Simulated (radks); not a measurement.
Spherical quantum dot in the effective-mass picture: electrons in a well V = -V0 / (1 + exp((r - R)/a)) with V0 = 5.53, R = 3.97, a = 0.39, with a point charge +1 (a donor) at the centre, all in effective atomic units (hartree* = m*/eps^2 hartree, bohr* = eps/m* bohr), one dielectric constant everywhere. Calculated with a radial shooting solver with Libxc functionals: non-relativistic Kohn-Sham, exchange-only LDA, spin-polarised, spherical densities. Levels are named by radial order and angular momentum (1s, 1p, 1d, 2s, ...), and open shells are averaged over m.

N = 10, configuration 1s2 1p6 1d(up 2, down 0). This is the lowest configuration that the search found. Occupied and some empty levels:

level,occupation,eigenvalue (hartree*),<r> (bohr*)
1s up,1,-2.1946,1.984
1s down,1,-2.1620,1.924
1p up,3,-1.8758,2.517
1p down,3,-1.8260,2.503
1d up,2,-1.5157,2.735
2s up,0,-1.4806,1.927
1d down,0,-1.4619,2.732
2s down,0,-1.4574,1.964
1f up,0,-1.0774,2.902
1f down,0,-1.0224,2.903
2p up,0,-0.72283,2.333
2p down,0,-0.69269,2.332

Energy (hartree*): total -35.8838, kinetic 5.3233, external -56.715, Hartree 18.332, exchange-correlation -2.8240.
